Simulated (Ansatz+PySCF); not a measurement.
singlet BeH₂: levels of theory in one basis

```xyz
3

Be    0.0000    0.0000    0.0000
H     0.0000    0.6747    1.4552
H     0.0000   -0.6747    1.4552
```

Basis set: cc-pVDZ (spherical functions). All electrons are correlated. Charge 0, multiplicity 1.

Computed with Ansatz (development build ahead of 0.2.0); each method stands on the lowest determinant of its kind that the runs found. NEVPT2 correlates all electrons. Active spaces start from the frontier orbitals, and the lowest solution found is given.

```csv
method,E − E(RHF) (eV),<S²> of the determinant
RHF,0.00,0.00
UHF,-1.92,1.01
RHF-MP2,-1.72,–
UHF-MP2,-2.99,1.01
RHF-CCSD(T),-2.56,–
UHF-CCSD(T),-3.60,1.01
RHF-CCSDT(Q),-2.60,–
UHF-CCSDT(Q),-3.77,1.01
"CASSCF(2,2)",-1.61,–
"SC-NEVPT2(2,2)",-2.76,–
```

(1) What does full CI (lowest root of this spin) give on the same scale?

(2) Is a single determinant a sound starting point here?

Answers

(1) -3.12 eV.

Unrestricted totals that lie under full CI have fallen onto a higher spin multiplicity.

(2) It is doubtful. Unrestricted orbitals lower Hartree–Fock by 1.92 eV and <S²> is 1.01 where a pure state has 0.00, a sign of strong static correlation. The CASSCF(2,2) natural occupations are 1.00, 1.00.

Caution: another spin multiplicity may lie lower. Caution for RHF, RHF-MP2, RHF-CCSD(T), RHF-CCSDT(Q): an unrestricted determinant lies well below. Caution for UHF, UHF-MP2, UHF-CCSD(T), UHF-CCSDT(Q): the unrestricted determinant is a mixture of spin states. Caution for RHF-MP2, UHF-MP2, RHF-CCSD(T), UHF-CCSD(T), RHF-CCSDT(Q), UHF-CCSDT(Q): large amplitudes, a single reference is doubtful; a plain start can end on a higher determinant. Caution for RHF-CCSD(T): another reference gives a lower total. Caution for UHF-CCSD(T): the program doubts this total. Caution for UHF-CCSDT(Q): the amplitudes may be one of several solutions.
